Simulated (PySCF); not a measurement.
Can point charges reproduce the dipole moment of `FCC1=C[SiH2]C=C1`?

Coordinates (GFN2-xTB, Å) and charges (e) from the PBE0/pcSseg-1 density (PySCF):

```json
{"atom": "F1", "x": "2.784", "y": "0.973", "z": "-0.125", "Mulliken": "-0.3333", "IAO": "-0.3207", "Hirshfeld": "-0.1115", "ESP-fitted": "-0.2211"}
{"atom": "C2", "x": "2.088", "y": "-0.207", "z": "-0.203", "Mulliken": "+0.3343", "IAO": "+0.0387", "Hirshfeld": "+0.0277", "ESP-fitted": "-0.0129"}
{"atom": "C3", "x": "0.612", "y": "-0.006", "z": "-0.054", "Mulliken": "-0.3752", "IAO": "-0.0018", "Hirshfeld": "-0.0053", "ESP-fitted": "+0.2193"}
{"atom": "C4", "x": "-0.010", "y": "1.165", "z": "0.138", "Mulliken": "-0.3177", "IAO": "-0.4487", "Hirshfeld": "-0.1571", "ESP-fitted": "-0.4700"}
{"atom": "Si5", "x": "-1.868", "y": "0.881", "z": "0.262", "Mulliken": "+0.7426", "IAO": "+0.7516", "Hirshfeld": "+0.3375", "ESP-fitted": "+0.5161"}
{"atom": "C6", "x": "-1.561", "y": "-0.967", "z": "0.016", "Mulliken": "-0.3579", "IAO": "-0.4242", "Hirshfeld": "-0.1418", "ESP-fitted": "-0.3889"}
{"atom": "C7", "x": "-0.251", "y": "-1.187", "z": "-0.122", "Mulliken": "-0.0579", "IAO": "-0.1443", "Hirshfeld": "-0.0446", "ESP-fitted": "-0.1900"}
{"atom": "H8", "x": "2.477", "y": "-0.857", "z": "0.591", "Mulliken": "+0.1225", "IAO": "+0.1491", "Hirshfeld": "+0.0499", "ESP-fitted": "+0.1022"}
{"atom": "H9", "x": "2.327", "y": "-0.650", "z": "-1.179", "Mulliken": "+0.1224", "IAO": "+0.1490", "Hirshfeld": "+0.0498", "ESP-fitted": "+0.1031"}
{"atom": "H10", "x": "0.535", "y": "2.091", "z": "0.202", "Mulliken": "+0.0907", "IAO": "+0.1652", "Hirshfeld": "+0.0375", "ESP-fitted": "+0.1911"}
{"atom": "H11", "x": "-2.422", "y": "1.202", "z": "1.578", "Mulliken": "-0.0762", "IAO": "-0.1084", "Hirshfeld": "-0.0670", "ESP-fitted": "-0.0868"}
{"atom": "H12", "x": "-2.627", "y": "1.488", "z": "-0.831", "Mulliken": "-0.0762", "IAO": "-0.1085", "Hirshfeld": "-0.0670", "ESP-fitted": "-0.0864"}
{"atom": "H13", "x": "-2.282", "y": "-1.767", "z": "-0.018", "Mulliken": "+0.1089", "IAO": "+0.1575", "Hirshfeld": "+0.0426", "ESP-fitted": "+0.1806"}
{"atom": "H14", "x": "0.198", "y": "-2.159", "z": "-0.276", "Mulliken": "+0.0730", "IAO": "+0.1457", "Hirshfeld": "+0.0496", "ESP-fitted": "+0.1437"}
```

Question: Form Σ q r in debye for every column and set it beside the full dipole.

Answer: The full density gives (-0.78, -1.54, -0.11) D, 1.73 D in size; dipole vectors point from the negative to the positive end.

```
    scheme     μx     μy     μz  size (D)  share of the full size (%)  angle to the full dipole (°)
  Mulliken  -2.32  -1.16   0.06      2.59                         150                            37
       IAO  -2.37  -1.74   0.00      2.94                         170                            27
 Hirshfeld  -0.68  -0.81  -0.04      1.06                          61                            13
ESP-fitted  -0.79  -1.55  -0.12      1.74                         101                             0
```

Question: Which set comes closest?

Answer: Length of the difference vector: ESP-fitted 0.02 D, Hirshfeld 0.74 D, Mulliken 1.60 D, IAO 1.61 D. Closest: ESP-fitted. 

Question: What is left for the Hirshfeld atoms' own dipoles?

Answer: The Hirshfeld atoms' densities add up to the full density, so μ = Σ q r + Σ (atomic dipoles). The atomic dipoles sum to (-0.78, -1.54, -0.11) − (-0.68, -0.81, -0.04) = (-0.10, -0.73, -0.07) D, 0.74 D in size.

Question: With the origin at the mean of the coordinates, (0.000, 0.000, -0.002) Å, which are the largest single terms, by size, of the IAO dipole along the direction of the full one?

Answer: F1 +3.25, C6 -3.18, C4 +2.25, H13 +1.97, H10 -1.68 D; all 14 atoms together +2.62 D. The single terms depend on the origin, their sum doesn't.

Question: Give the size of the full dipole in other units.

Answer: 1.73 D = 0.680 au = 0.360 e·Å = 5.76 × 10⁻³⁰ C·m.

Geometry: GFN2-xTB, one conformer, isolated molecule.

These values come from a run that also computed NMR shieldings. Time: 33 s wall; peak memory 0.80 GiB. Hardware: one thread of an Arm Neoverse N1, shared host.

The values belong to the conformer `[F:1][CH2:2][C:3]1=[CH:4][SiH2:5][CH:6]=[CH:7]1`: F1–C2–C3–C4 0°.
